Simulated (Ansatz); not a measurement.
Geometry optimisation, RKS PBE0-D4/cc-pVDZ in Ansatz.

The input (input.yaml):

```yaml
crystal:
  periodic: [false, false, false]
  atoms:
    - { symbol: B, position_ang: [0.0, 0.0, 0.0] }
    - { symbol: O, position_ang: [0.0, 0.0, 1.76] }
    - { symbol: H, position_ang: [-0.9095, -0.2814, 2.0971] }
    - { symbol: F, position_ang: [1.1431, 0.0, -0.66] }
    - { symbol: F, position_ang: [-1.1431, 0.0, -0.66] }
    - { symbol: H, position_ang: [0.0668, 1.4124, 0.4698] }
    - { symbol: H, position_ang: [0.0544, 1.1498, 1.3187] }
basis:
  gaussian: { orbitals: cc-pVDZ }
hamiltonian:
  xc: pbe0
  dispersion: d4
relax:
  f_tol: 0.15
  max_steps: 25
  restrain:
    - { distance: [0, 5], at: 1.19, k: 30.0 }
    - { distance: [6, 1], at: 1.01, k: 30.0 }
    - { distance: [0, 1], at: 2.61, k: 30.0 }
    - { distance: [6, 5], at: 1.86, k: 30.0 }
```

Run as:

```bash
$ ansatz run input.yaml --threads 1 --pin off --max-ram 2048MiB --backend cpu --events-out ev --progress --plain --runs-dir out
```

Problem. Where does it end, and by what steps?

Solution. It converged. The restraints hold the end off the free minimum. After 8 steps the energy has fallen by 2.198 eV (the restraints' own energy left out); B1 moved furthest, 0.60 Å.

```
step  energy less start (eV)  largest force component (eV/Å)  accepted
   0                  0.0000                           3.998       yes
   1                 -0.4176                           5.575       yes
   2                 -1.4937                           4.126       yes
   3                 -2.0521                           0.776       yes
   4                 -1.8892                           2.803       yes
   5                 -2.0411                           1.704       yes
   6                 -2.1896                           0.855       yes
   7                 -2.1979                           0.697       yes
   8                 -2.1983                           0.809       yes
```

```xyz
7
Properties=species:S:1:pos:R:3
B 0.063 0.422 -0.416
O -0.008 0.004 2.150
H -0.940 -0.262 2.159
F 1.161 -0.168 -0.865
F -1.108 -0.167 -0.640
H 0.101 1.510 0.082
H -0.057 0.942 1.856
```

Time of the run: 19 s on 1 thread of Arm Neoverse V2, on a shared host, peak memory 0.14 GiB.
